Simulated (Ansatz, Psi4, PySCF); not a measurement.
C2H6Cl2Si, charge +1, doublet, geometry from GFN2-xTB (a state made from the parent by changing its charge; the spin is typed, not shown lowest). Base run: MP2/STO-3G in PySCF.

Input for PySCF:
```python
from pyscf import gto, scf, mp

mol = gto.M(
    atom='''
C     1.283261   -1.618523   -0.182693
Si   -0.012446   -0.164703    0.028780
C    -1.500518   -1.256528    0.685078
Cl    0.592757    1.105828    1.440244
Cl   -0.461648    0.629193   -1.743421
H     0.915584   -2.347456   -0.897582
H     2.200611   -1.169917   -0.553674
H     1.468960   -2.097307    0.773277
H    -2.332876   -0.580396    0.859523
H    -1.778363   -1.997143   -0.057813
H    -1.224987   -1.746994    1.613045
''',
    basis='sto-3g',
    charge=1,
    spin=1,
    verbose=4,
)

mf = scf.UHF(mol)
mf.kernel()

pt = mp.MP2(mf)
pt.kernel()
print('E(MP2) = %.10f' % pt.e_tot)
```

The same geometry, method and basis name were run in Ansatz (a quantum-chemistry and plane-wave program) and Psi4 and PySCF, at each program's defaults and at the settings that a row names. The base is PySCF at its defaults. Differences at the defaults can come from grids, fitting, cores and function types together.

| code and settings | ΔE vs base (µEh) | basis functions | E (Eh) | SCF cycles |
|---|---|---|---|---|
| PySCF, defaults (exact integrals, spherical functions, all electrons correlated) | 0.0 | 43 | -1273.03835 | 12 |
| Psi4, defaults (density fitting with its default set, spherical functions, all electrons correlated) | -955 | 43 | -1273.03931 | 13 |
| Ansatz, defaults (factorised integrals, spherical functions, frozen core) | 5114 | 43 | -1273.03324 | - |
| PySCF, frozen core | 5091 | 43 | -1273.03326 | 12 |
| Psi4, exact integrals, spherical functions, frozen core | 5091 | 43 | -1273.03326 | 13 |
| Ansatz, high accuracy, frozen core | 5091 | 43 | -1273.03326 | - |

Open shells are given as the SCF converged; they aren't shown to be the lowest states, and a large step between rows can be another state.
